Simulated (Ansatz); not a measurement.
Geometry optimisation, Ansatz 0.2.0, RKS PBE0/def2-SVP.

Input:

```yaml
crystal:
  periodic: [false, false, false]
  atoms:
    - { symbol: B, position_ang: [0.0, 0.0, 0.0] }
    - { symbol: F, position_ang: [0.0, 0.0, 1.67] }
    - { symbol: H, position_ang: [1.0305, 0.0, -0.595] }
    - { symbol: "N", position_ang: [-1.3423, 0.0, -0.775] }
    - { symbol: H, position_ang: [-2.0112, -0.8164, -0.6764] }
    - { symbol: H, position_ang: [-1.5914, 0.8164, -1.4036] }
    - { symbol: Cl, position_ang: [-0.2702, 2.0319, 0.6811] }
    - { symbol: H, position_ang: [-0.1408, 1.0586, 1.6505] }
basis:
  gaussian: { orbitals: def2-SVP }
hamiltonian:
  xc: pbe0
relax:
  f_tol: 0.15
  max_steps: 25
  restrain:
    - { distance: [0, 6], at: 3.06, k: 30.0 }
    - { distance: [7, 1], at: 2.12, k: 30.0 }
    - { distance: [0, 1], at: 1.32, k: 30.0 }
    - { distance: [7, 6], at: 1.37, k: 30.0 }
```

Run as:

```bash
$ ansatz run input.yaml --threads 2 --pin off --max-ram 3072MiB --backend cpu --events-out ev --progress --plain --runs-dir out
```

Question: Where does it end, and by what steps?

Answer: It converged. The restraints hold the end off the free minimum. After 9 steps the energy has fallen by 3.499 eV (the restraints' own energy left out); H6 moved furthest, 0.89 Å.

```tsv
step	energy less start (eV)	largest force component (eV/Å)	accepted
0	0.0000	5.484	yes
1	-1.0606	3.051	yes
2	-1.8405	2.978	yes
3	-2.4399	2.714	yes
4	-2.9936	1.364	yes
5	-3.2726	1.302	yes
6	-3.4073	1.450	yes
7	-3.4720	1.090	yes
8	-3.4773	1.217	yes
9	-3.4991	0.947	yes
```

```xyz
8
Properties=species:S:1:pos:R:3
B -0.097 -0.128 -0.111
F -0.092 -0.476 1.180
H 0.943 0.191 -0.630
N -1.282 -0.230 -0.830
H -2.165 -0.464 -0.395
H -1.349 0.052 -1.798
Cl -0.206 2.635 1.220
H -0.077 1.510 1.915
```

Run time: 19 s on 2 threads of Arm Neoverse V1, with other jobs on the host, peak memory 0.15 GiB.
